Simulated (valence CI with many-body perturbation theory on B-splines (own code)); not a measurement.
# Al I: magnetic and hyperfine properties of the levels

Computed by valence CI with perturbative core correlation (CI+MBPT): three valence electrons over a frozen Dirac-Fock core [Ne], radial functions for each j: 11 s, 11 p, 9 d, 7 f, 5 g, 2 h, 1 i, with the one-electron correlation potential Σ1, the two-electron term Σ2, the three-electron term Σ3, Breit, model QED; selected CI, second order for the rest (own B-spline code, finite nucleus).

Against 21 measured levels this calculation errs by 47 cm⁻¹ on average and by 85 at most.

A/g_I is the dipole constant over the nuclear g factor μ/I (μ in nuclear magnetons, uniformly magnetised nucleus), B/Q the quadrupole constant per barn. Both hold the static response of the core; the bare values leave it out. Large factors of s and p1/2 electrons are usually good to 5 to 10 %; those of open d and f shells near neutrality can be off by tens of per cent, and small factors of p3/2, d and f electrons come from cancelling terms and can be off by a factor of two or in sign, in half-filled shells by more. B is blank for J = 1/2, where it vanishes, and for nearly pure S terms. Energies count from the lowest level.

Names give the largest LS component (configuration and term), which can be under half, so a name can repeat, a term be missing and a line seem to break the LS rules; names also repeat where a configuration has a term twice. Letters in brackets count levels of one name in rising energy.

```csv
Level,E (cm⁻¹),g,A/g_I (MHz),A/g_I bare,B/Q (MHz/b),B/Q bare
3s²3p ²P°_1/2,0.0,0.666,320,274,,
3s²3p ²P°_3/2,112,1.334,63.7,51.8,120,95.6
3s²4s ²S_1/2,25403,2.002,291,253,,
3s3p² ⁴P_1/2,28935,2.670,1250,1070,,
3s3p² ⁴P_3/2,28982,1.735,571,488,121,96.5
3s3p² ⁴P_5/2,29058,1.601,542,462,-152,-121
3s²3d ²D_3/2,32449,0.800,-67.7,-57.5,43.9,33.8
3s²3d ²D_5/2,32450,1.200,124,107,62.6,48.2
3s²4p ²P°_1/2,32988,0.666,36.0,30.4,,
3s²4p ²P°_3/2,33004,1.334,18.4,15.6,17.4,14.1
3s²5s ²S_1/2,37725,2.002,90.3,78.4,,
3s²4d ²D_3/2 [a],38970,0.800,-73.9,-63.1,47.5,37.6
3s²4d ²D_5/2 [a],38974,1.200,138,118,67.8,53.6
3s²5p ²P°_1/2,40299,0.666,12.6,10.7,,
3s²5p ²P°_3/2,40305,1.334,7.48,6.36,6.52,5.29
3s²4f ²F°_7/2,41379,1.143,0.0597,0.0553,0.157,0.0362
3s²4f ²F°_5/2,41379,0.857,0.0677,0.0656,0.134,0.0308
3s²6s ²S_1/2,42186,2.002,38.8,33.7,,
3s²4d ²D_3/2 [b],42316,0.800,-47.3,-40.4,30.8,24.6
3s²4d ²D_5/2 [b],42320,1.200,89.7,76.6,44.0,35.1
3s²6p ²P°_1/2,43375,0.666,5.64,4.77,,
3s²6p ²P°_3/2,43378,1.334,3.58,3.05,3.00,2.44
```

(1) Take the isotope of mass number 27, with I = 5/2, μ = 3.6407 μN and Q = 0.1466 b. What is the hyperfine structure of 3s²3d ²D_5/2?

## Answers

(1) From the table A = 181 MHz, B = 9.17 MHz. Shifts from the centre of gravity in MHz: F = 0: -1580, F = 1: -1400, F = 2: -1040, F = 3: -500, F = 4: 223, F = 5: 1130.
